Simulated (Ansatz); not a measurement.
Calculated with Ansatz (gas phase, PBE0-D4/def2-TZVP geometries, no zero-point term in ΔE). CCSD(T)/CBS adds triple-zeta CCSD(T) − MP2 to the extrapolated MP2 energy (def2 sets, frozen cores). This one scheme is used for every species. For Br outer-core shells are correlated without core-valence functions, which leaves a few kJ/mol of doubt a bond. Scalar relativity is left out up to krypton. One conformer a species, not always the lowest.

`CO[Si]C` + HBr → `C[Si]Br` + CH₃OH  (ligand exchange at the Si–O bond)

`CO[Si]C`:

Z-matrix (Å, degrees):
```
C
O 1 1.407
H 1 1.093 2 109.2
H 1 1.093 2 112.4 3 120.9
H 1 1.093 2 109.1 3 -118.2
Si 2 1.646 1 133.8 3 -120.5
C 6 1.908 2 103.0 1 -0.0
H 7 1.093 6 109.8 2 179.9
H 7 1.097 6 111.9 2 60.2
H 7 1.097 6 111.9 2 -60.4
```

HBr:

```xyz
2

Br   -0.087    0.278   -0.648
H     0.087   -0.278    0.648
```

`C[Si]Br`:

Cartesian coordinates in Å:
```
C -0.069 -0.614 0.065
Si -1.025 1.012 0.147
Br 0.680 2.420 -0.340
H 0.361 -0.749 -0.934
H -0.717 -1.464 0.290
H 0.769 -0.605 0.771
```

CH₃OH:

Cartesian coordinates in Å:
```
C -0.207 -0.289 -0.015
O 0.895 0.533 -0.322
H -0.092 -1.208 -0.591
H -1.163 0.171 -0.295
H -0.246 -0.557 1.049
H 0.813 1.350 0.174
```

```
  species  HF/def2-QZVPP energy (Eh)
`CO[Si]C`                 -443.10666
      HBr                -2573.05135
`C[Si]Br`                -2901.05781
    CH₃OH                 -115.10098
```

Problem. Work out ΔE.

Solution. ΔE = (-2901.05781) + (-115.10098) − (-443.10666) − (-2573.05135) = -0.00078 Eh = -0.5 kcal/mol. CCSD(T)/CBS gives -0.3 kcal/mol.

Largest T1 diagnostic among the species: 0.014.

In def2-TZVPP, CCSD(T) changes the Hartree–Fock value by +2.0 kcal/mol (the triples alone add +0.2 kcal/mol) and MP2 by +1.4 kcal/mol. Leaving LDA and LC-ωPBE aside and taking each functional with its dispersion term where it has one, the values, not all of them listed here, spread over 4.2 kcal/mol, from HSE06-D4 to CAM-B3LYP-D4. LDA lies +2.9 kcal/mol from PBE without D4.
